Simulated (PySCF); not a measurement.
Compounds:

A. SMILES C=C(C=O)[SiH]1[SiH2][SiH2][SiH2]1
B. SMILES C=C[Si]1(C=O)[SiH2][SiH2][SiH2]1
C. SMILES C=C1CC(C(F)F)C1

Spectrum 1. ¹³C{¹H} NMR (computed): δ 258.3 (CH), 149.6 (CH2), 139.8 (CH).

Spectrum 2. ¹³C{¹H} NMR (computed): δ 152.5 (C), 127.2 (CH), 117.1 (CH2), 33.8 (CH), 32.8 (CH2).

Spectrum 3. ¹³C{¹H} NMR (computed): δ 205.8 (CH), 164.2 (C), 155.8 (CH2).

PySCF calculation with GFN2-xTB geometry and shieldings: GIAO PBE0/pcSseg-1; in vacuum, averaged over atoms made equivalent by symmetry, fast rotation or ring inversion, one computed conformer, relativity neglected.

References, each an isolated molecule treated in the same way: ¹³C (186.93 ppm) against TMS. Splittings of carbon signals by F and P are missing where no couplings were computed. Shifts are as computed. Against solution values, carbons near 30 ppm lie about +3 ppm off and those near 130 ppm about +5 ppm. Of 1211 compounds with measured shifts, 218 miss one by over three times the rms of a fit or turn the order of signals round; such compounds aren't used in these exercises.

Match each spectrum to its structure.

Answers

1–B, 2–C, 3–A.

- Spectrum 1 (B): 3 ¹³C signals; δC 149.6 is a terminal =CH2 carbon; δC 139.8 is an alkene CH.
- Spectrum 2 (C): 5 ¹³C signals; δC 152.5 is a fully substituted alkene carbon; δC 127.2 is an sp3 CH bonded to 2 F.
- Spectrum 3 (A): 3 ¹³C signals; δC 205.8 is an aldehyde carbonyl carbon; δC 164.2 is an α carbon of a C=C–C=O unit.
